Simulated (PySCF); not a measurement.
## Computed properties of Nb(O)(F)2(OH) (F₂HNbO₂), SMILES [F][Nb](=[O])([F])[OH], multiplicity 1

Nb(O)(F)2(OH) (F₂HNbO₂), SMILES [O]=[Nb]([OH])([F])[F], multiplicity 1. Coordinates come from a B3LYP-D3(BJ)/def2-SVP optimisation. The spin state was assumed, not searched. The structure was generated by enumeration; whether it is a known compound was not checked. The def2 effective core potentials stand for the cores of Nb; spin–orbit coupling is left out. Other conformers were not sampled. All values are computed for the isolated molecule unless a solvent is named; none is compared with measurement here.

**Structure.** The optimised structure has Cs symmetry. All 12 harmonic modes at B3LYP-D3(BJ)/def2-SVP (PySCF) are real, so it is a minimum. With heavy atoms numbered as in [Nb:1](=[O:2])([F:3])([F:4])[OH:5], the shortest bond between them is Nb1–O2 at 1.698 Å and the longest Nb1–O5 at 1.884 Å.

**Vibrations.** The strongest infrared lines (harmonic, unscaled, degenerate partners summed) lie at 3865 cm⁻¹ (260 km/mol, H 94 %), 721 cm⁻¹ (183 km/mol, F 74 %, Nb 26 %), 1042 cm⁻¹ (166 km/mol, O 85 %, Nb 15 %). The softest mode is at 169 cm⁻¹ and the zero-point energy is 13.0 kcal/mol.

**Electronic structure.** CAM-B3LYP/def2-TZVP (PySCF) places the frontier levels at -11.68 and -0.77 eV, a gap of 10.91 eV, and gives a dipole moment of 2.56 D and a mean polarisability of 39.6 bohr³. PBE/def2-TZVP (PySCF) at the same geometry gives -8.48 and -2.66 eV, so its gap is 5.09 eV narrower. An orbital gap is neither the optical nor the fundamental gap.

**Excitations.** TDDFT-PBE0/def2-SVPD (PySCF) has S1 at 6.22 eV (199 nm, f = 0.001, dark); the most intense of the 10 singlets computed lies at 6.86 eV (f = 0.02). T1 (TDA) is at 5.60 eV. TDDFT-PBE/def2-SVPD (PySCF) puts S1 at 5.85 eV. No vertical singlet excitation falls in the visible range (under 3.1 eV).
